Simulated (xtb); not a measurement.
Si(H)2(Br)(NH2) (BrH4NSi), SMILES N[SiH2]Br. All values are semi-empirical tight-binding results from xtb (GFN2-xTB unless named), good for trends rather than for accurate numbers. Geometry optimised at GFN2-xTB. Other conformers were not sampled.

Computed properties:
- orbital gap: 5.83 eV
- zero-point energy: 26.8 kcal/mol
- G − E(el) at 298.15 K (modified RRHO): 8.6 kcal/mol
- static polarisability (D4 model): 60.8 bohr³
- solvation energy, GFN2-xTB/ALPB(water): -3.1 kcal/mol
- solvation energy, GFN2-xTB/ALPB(ether): -5.0 kcal/mol
